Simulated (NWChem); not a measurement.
Everything below was run with NWChem. System: C₂H₇NOSi, charge 0, spin multiplicity 1, at a geometry optimised with B3LYP/def2-SVP. The structure started from a generated list of species. Level: M06-2X/def2-SVP.

Input file:

```
start mol
memory heap 200 mb stack 800 mb global 1000 mb
geometry units angstroms nocenter noautoz
  C     -1.345551     2.226151     0.000000
  N     -0.712692     0.929893     0.000000
  C      0.547502     0.843250     0.000000
  O      1.177123    -0.340964     0.000000
  Si     0.255708    -1.785264     0.000000
  H     -1.998227     2.325989    -0.883928
  H     -1.998227     2.325989     0.883928
  H     -0.632825     3.075695     0.000000
  H      1.251907     1.696399     0.000000
  H     -0.572936    -1.894487     1.228438
  H      1.303486    -2.839341     0.000000
  H     -0.572936    -1.894487    -1.228438
  symmetry group Cs
end
basis spherical
  * library def2-svp
end
dft
  xc m06-2x
  semidirect memsize 60000000 filesize 0
  iterations 100
  grid fine
end
task dft energy
```

Output (cleaned and shortened):

```
             Northwest Computational Chemistry Package (NWChem) 7.3.0
             --------------------------------------------------------

                                NWChem Input Module
                                -------------------

 Scaling coordinates for geometry "geometry" by  1.889725989
 (inverse scale =  0.529177249)

 Turning off AUTOSYM since
 SYMMETRY directive was detected!

                             Geometry "geometry" -> ""
                             -------------------------

 Output coordinates in angstroms (scale by  1.889725989 to convert to a.u.)

  No.       Tag          Charge          X              Y              Z
 ---- ---------------- ---------- -------------- -------------- --------------
    1 C                    6.0000    -1.34555100     2.22615100     0.00000000
    2 N                    7.0000    -0.71269200     0.92989300     0.00000000
    3 C                    6.0000     0.54750200     0.84325000     0.00000000
    4 O                    8.0000     1.17712300    -0.34096400     0.00000000
    5 Si                  14.0000     0.25570800    -1.78526400     0.00000000
    6 H                    1.0000    -1.99822700     2.32598900    -0.88392800
    7 H                    1.0000    -1.99822700     2.32598900     0.88392800
    8 H                    1.0000    -0.63282500     3.07569500     0.00000000
    9 H                    1.0000     1.25190700     1.69639900     0.00000000
   10 H                    1.0000    -0.57293600    -1.89448700     1.22843800
   11 H                    1.0000     1.30348600    -2.83934100     0.00000000
   12 H                    1.0000    -0.57293600    -1.89448700    -1.22843800

 Effective nuclear repulsion energy (a.u.)     225.9851671215

            Nuclear Dipole moment (a.u.)
            ----------------------------
        X                 Y               Z
 ---------------- ---------------- ----------------
    -0.0000000000     0.0000113384     0.0000000000

      Symmetry information
      --------------------

 Group name             Cs
 Group number              2
 Group order               2
 No. of unique centers    10

      Symmetry unique atoms

     1    2    3    4    5    6    8    9   10   11


 Summary of "ao basis" -> "" (spherical)
 ------------------------------------------------------------------------------
       Tag                 Description            Shells   Functions and Types
 ---------------- ------------------------------  ------  ---------------------
 *                          def2-svp                  on all atoms

                                 NWChem DFT Module
                                 -----------------

 Summary of "ao basis" -> "ao basis" (spherical)
 ------------------------------------------------------------------------------
       Tag                 Description            Shells   Functions and Types
 ---------------- ------------------------------  ------  ---------------------
 C                          def2-svp                 6       14   3s2p1d
 N                          def2-svp                 6       14   3s2p1d
 O                          def2-svp                 6       14   3s2p1d
 Si                         def2-svp                 8       18   4s3p1d
 H                          def2-svp                 3        5   2s1p

 Summary of "ao basis" -> "ao basis" (spherical)
 ------------------------------------------------------------------------------
       Tag                 Description            Shells   Functions and Types
[...]
 d= 0,ls=0.0,diis     3   -499.5381123500 -6.31D-02  1.07D-03  1.73D-02     5.0
 d= 0,ls=0.0,diis     4   -499.5395067767 -1.39D-03  5.01D-04  7.05D-03     6.3
 d= 0,ls=0.0,diis     5   -499.5402136624 -7.07D-04  1.29D-04  2.71D-04     7.6
  Resetting Diis
 d= 0,ls=0.0,diis     6   -499.5402446728 -3.10D-05  3.96D-05  1.93D-05     8.8
 d= 0,ls=0.0,diis     7   -499.5402471727 -2.50D-06  1.82D-05  1.38D-06    10.1
 d= 0,ls=0.0,diis     8   -499.5402472237 -5.10D-08  7.78D-06  1.37D-06    11.3

         Total DFT energy =     -499.540247223713
      One electron energy =    -1134.270988201788
           Coulomb energy =      458.482076528099
    Exchange-Corr. energy =      -49.736502671559
 Nuclear repulsion energy =      225.985167121534

 Numeric. integr. density =       48.000000238959

     Total iterative time =     10.9s

                  Occupations of the irreducible representations
                  ----------------------------------------------

                     irrep           alpha         beta
                     --------     --------     --------
                     a'               19.0         19.0
                     a"                5.0          5.0

                       DFT Final Molecular Orbital Analysis
                       ------------------------------------

 Vector   22  Occ=2.000000D+00  E=-3.935153D-01  Symmetry=a'
              MO Center=  5.7D-01, -1.9D+00,  1.3D-13, r^2= 2.9D+00
   Bfn.  Coefficient  Atom+Function         Bfn.  Coefficient  Atom+Function
  ----- ------------  ---------------      ----- ------------  ---------------
   100      0.335970  11 H  s                46     -0.262595   4 O  px
    64      0.251894   5 Si px              101      0.216956  11 H  s
    49     -0.199858   4 O  px               95     -0.181224  10 H  s
   105     -0.181224  12 H  s                67      0.148189   5 Si px
    61     -0.138381   5 Si px               60     -0.092470   5 Si s

 Vector   23  Occ=2.000000D+00  E=-3.316999D-01  Symmetry=a'
              MO Center= -6.1D-01,  9.5D-01,  2.1D-15, r^2= 2.3D+00
   Bfn.  Coefficient  Atom+Function         Bfn.  Coefficient  Atom+Function
  ----- ------------  ---------------      ----- ------------  ---------------
    19      0.403825   2 N  py               22     -0.310387   2 N  py
    18      0.284576   2 N  px               17      0.271239   2 N  s
    85      0.191060   8 H  s                21     -0.186231   2 N  px
     5      0.174097   1 C  py               90      0.166302   9 H  s
    16      0.160214   2 N  s                32      0.160755   3 C  px

 Vector   24  Occ=2.000000D+00  E=-3.280915D-01  Symmetry=a"
              MO Center= -1.8D-01,  6.7D-01, -1.2D-15, r^2= 3.0D+00
   Bfn.  Coefficient  Atom+Function         Bfn.  Coefficient  Atom+Function
  ----- ------------  ---------------      ----- ------------  ---------------
    20      0.390983   2 N  pz               48      0.351324   4 O  pz
    23     -0.301901   2 N  pz               51      0.301206   4 O  pz
    34     -0.247889   3 C  pz               37     -0.162326   3 C  pz
    75     -0.160304   6 H  s                80      0.160304   7 H  s
     6      0.155946   1 C  pz               76     -0.103260   6 H  s

 Vector   25  Occ=0.000000D+00  E= 5.569279D-02  Symmetry=a"
              MO Center=  8.5D-02,  6.7D-01, -2.9D-15, r^2= 3.0D+00
   Bfn.  Coefficient  Atom+Function         Bfn.  Coefficient  Atom+Function
  ----- ------------  ---------------      ----- ------------  ---------------
    37      0.624922   3 C  pz               23     -0.508696   2 N  pz
    34      0.467205   3 C  pz               69     -0.464502   5 Si pz
    20      0.378044   2 N  pz               96      0.322744  10 H  s
   106     -0.322744  12 H  s                76     -0.226264   6 H  s
    81      0.226264   7 H  s                51     -0.180353   4 O  pz

 Vector   26  Occ=0.000000D+00  E= 6.757863D-02  Symmetry=a'
              MO Center=  1.9D-01, -1.8D+00,  8.1D-15, r^2= 4.1D+00
   Bfn.  Coefficient  Atom+Function         Bfn.  Coefficient  Atom+Function
  ----- ------------  ---------------      ----- ------------  ---------------
    68      1.065330   5 Si py               67      0.650776   5 Si px
    45     -0.617727   4 O  s                96      0.371738  10 H  s
   106      0.371738  12 H  s               101      0.272880  11 H  s
    91     -0.261807   9 H  s                86     -0.252254   8 H  s
    60     -0.242028   5 Si s                 3      0.229670   1 C  s

 Vector   27  Occ=0.000000D+00  E= 1.124228D-01  Symmetry=a'
              MO Center= -8.2D-01,  2.3D+00,  3.2D-14, r^2= 6.6D+00
   Bfn.  Coefficient  Atom+Function         Bfn.  Coefficient  Atom+Function
  ----- ------------  ---------------      ----- ------------  ---------------
     3      2.249970   1 C  s                86     -1.149093   8 H  s
    76     -1.016075   6 H  s                81     -1.016075   7 H  s
    91     -0.813012   9 H  s                35      0.531411   3 C  px
     8      0.462743   1 C  py               17      0.339470   2 N  s
    96     -0.328316  10 H  s               106     -0.328316  12 H  s

 center of mass
 --------------
 x =   0.06750832 y =  -0.05790592 z =   0.00000000

 moments of inertia (a.u.)
 ------------------
         765.524054985144         248.226703758804           0.000000000000
         248.226703758804         261.888995705174           0.000000000000
           0.000000000000           0.000000000000         994.440543700743

     Multipole analysis of the density
     ---------------------------------

     L   x y z        total         alpha         beta         nuclear
     -   - - -        -----         -----         ----         -------
     0   0 0 0     -0.000000    -24.000000    -24.000000     48.000000

     1   1 0 0     -0.090165     -0.045083     -0.045083     -0.000000
     1   0 1 0      0.467457      0.233723      0.233723      0.000011
     1   0 0 1     -0.000000     -0.000000     -0.000000      0.000000

     2   2 0 0    -29.991009    -87.357076    -87.357076    144.723143
     2   1 1 0      0.197199     71.683969     71.683969   -143.170739
     2   1 0 1      0.000000      0.000000      0.000000      0.000000
     2   0 2 0    -24.801265   -233.810826   -233.810826    442.820386
     2   0 1 1      0.000000      0.000000      0.000000      0.000000
     2   0 0 2    -29.113135    -22.735693    -22.735693     16.358250

 Task  times  cpu:       11.3s     wall:       11.3s

 Total times  cpu:       11.3s     wall:       11.3s
```
